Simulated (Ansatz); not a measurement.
Molecular dynamics of BH₇N₂O

input.yaml

```yaml
crystal:
  periodic: [false, false, false]
  atoms:
    - { symbol: B, position_ang: [-0.010061, 0.294986, -0.101018] }
    - { symbol: O, position_ang: [0.084946, 0.090344, 1.561911] }
    - { symbol: H, position_ang: [-0.775192, -0.250916, 1.887217] }
    - { symbol: "N", position_ang: [1.23054, 0.130129, -0.834536] }
    - { symbol: H, position_ang: [1.463942, -0.838669, -1.076499] }
    - { symbol: H, position_ang: [2.058025, 0.599432, -0.460197] }
    - { symbol: "N", position_ang: [-1.227787, -0.318312, -0.607232] }
    - { symbol: H, position_ang: [-2.122142, -0.120412, -0.153845] }
    - { symbol: H, position_ang: [-1.346113, -0.281305, -1.623245] }
    - { symbol: H, position_ang: [-0.092107, 1.740835, 0.202209] }
    - { symbol: H, position_ang: [-0.052352, 1.23469, 1.140834] }
basis:
  gaussian: { orbitals: def2-SVP }
hamiltonian:
  xc: blyp
  dispersion: d4
md:
  timestep: 0.5
  n_steps: 200
  ensemble: nve
  temperature: 100.0
  initial_velocities: maxwell_boltzmann
  seed: 4684
```

Run as:

```bash
$ ansatz run input.yaml --threads 2 --pin off --max-ram 3072MiB --backend cpu --events-out ev --progress --plain --runs-dir out
```

It starts at the highest image of a converged band. Of that band: The profile has 2 maxima (images 4, 7) with wells between them (image 5): this band takes more than one step, which may be the mechanism or a detour left from its start path. Neighbouring images differ by up to 1.9 eV, so the band resolves the path poorly. A vibrational analysis at the climbing image gives one clearly imaginary mode, 1288i cm⁻¹: a first-order saddle point.

Output, in part (step lines, the closing report, with atoms numbered from 0):

```
md step     0: t =     0.00 fs  T =   100.0 K  F+E_penalty+E_count = -5811.77935358 eV  E_kin = 0.116334 eV  conserved = -5811.66301958 eV  (28 SCF iters)
[... lines left out ...]
Total energy: -5813.14311786 eV, -213.6290692915 hartree
Atom 0 at     0.007092    -0.339094     0.152639 Å, force     1.530693     0.846438    -3.901908 eV/Å
Atom 1 at     0.045000    -0.602739     1.486048 Å, force    -0.427013     0.431996     1.053253 eV/Å
Atom 2 at    -0.221912     0.281940     1.809715 Å, force     0.068516    -0.145978     0.900012 eV/Å
Atom 3 at     1.238902     0.190123    -0.595553 Å, force    -2.632153    -0.899798    -0.089460 eV/Å
Atom 4 at     1.001142     0.148296    -1.589442 Å, force     0.120328     0.363830    -0.304158 eV/Å
Atom 5 at     2.252874     0.163039    -0.549535 Å, force     0.122987    -0.379571     0.895180 eV/Å
Atom 6 at    -1.270158    -0.356673    -0.617607 Å, force     0.487032    -0.307256     1.755770 eV/Å
Atom 7 at    -2.077285    -0.539933    -0.000551 Å, force     0.176019    -0.094724    -0.338913 eV/Å
Atom 8 at    -1.542603    -0.492767    -1.593574 Å, force     0.553575     0.185099     0.030187 eV/Å
Atom 9 at     0.118976     9.824864    -1.691688 Å, force    -0.019283    -0.017854    -0.025141 eV/Å
Atom 10 at     0.525531    10.198261    -1.161327 Å, force     0.019298     0.017816     0.025180 eV/Å
Dipole moment:    -0.156129     0.138913    -0.252048 e Å
```

The steps, from the saved trajectory:

```tsv
time (fs)	T (K)	potential energy less start (eV)	conserved less start (meV/atom)
0.0	100	0.000	0.00
3.0	74	0.030	0.03
6.0	65	0.041	0.04
9.0	134	-0.039	0.04
12.0	329	-0.266	0.05
15.0	697	-0.695	0.01
18.0	1185	-1.263	-0.06
21.0	1535	-1.671	-0.07
24.0	1570	-1.710	-0.03
27.0	1451	-1.571	0.04
30.0	1539	-1.674	-0.06
33.0	1569	-1.709	-0.07
36.0	1440	-1.558	0.04
39.0	1427	-1.544	0.03
42.0	1552	-1.689	-0.03
45.0	1675	-1.832	-0.05
48.0	1699	-1.861	-0.01
51.0	1674	-1.830	0.02
54.0	1640	-1.792	-0.06
57.0	1498	-1.627	-0.07
60.0	1289	-1.383	0.03
63.0	1286	-1.379	0.06
66.0	1497	-1.626	-0.02
69.0	1624	-1.774	-0.10
72.0	1509	-1.640	-0.05
75.0	1330	-1.430	0.05
78.0	1318	-1.416	0.02
81.0	1412	-1.527	-0.04
84.0	1479	-1.605	-0.04
87.0	1528	-1.661	-0.02
90.0	1548	-1.684	-0.01
93.0	1449	-1.570	-0.04
96.0	1302	-1.399	-0.03
99.0	1238	-1.324	0.03
```

All steps were run. The conserved energy stayed within 0.12 meV per atom of its start (net change -0.0085 meV per atom), so the integration is sound. The kinetic energy rose, since the run started high on the potential surface and went downhill. It ends in pieces (BH5N2O + H2), so much of that is their flight and rotation, not heat. A run of 0.1 ps of so small a system gives no equilibrium averages. The orbitals stay closed-shell, which can raise the energy where a bond breaks towards radicals; this wasn't checked here.

Between its relaxed ends the band would form B1–H10, O2–H11 and break B1–O2, H10–H11. These pairs go: B1–H10 1.48 → 10.33 Å, O2–H11 1.23 → 11.13 Å, B1–O2 1.68 → 1.36 Å, H10–H11 1.07 → 0.77 Å. In the last frame they stand as before the step (other bonds may differ from the relaxed reactants and products). It ends as BH5N2O + H2. Pairs count as bonded within 1.25 times the sum of covalent radii (0.12 Å more for H–H).

Last frame:

```xyz
11
Properties=species:S:1:pos:R:3
B 0.007 -0.339 0.153
O 0.045 -0.603 1.486
H -0.222 0.282 1.810
N 1.239 0.190 -0.596
H 1.001 0.148 -1.589
H 2.253 0.163 -0.549
N -1.270 -0.357 -0.618
H -2.077 -0.540 -0.001
H -1.543 -0.493 -1.594
H 0.119 9.825 -1.692
H 0.525 10.198 -1.161
```

The run took 6.8 min on 2 threads of Intel(R) Xeon(R) Platinum 8259CL CPU @ 2.50GHz (Skylake/Cascade Lake) (shared host), peak memory 0.16 GiB.
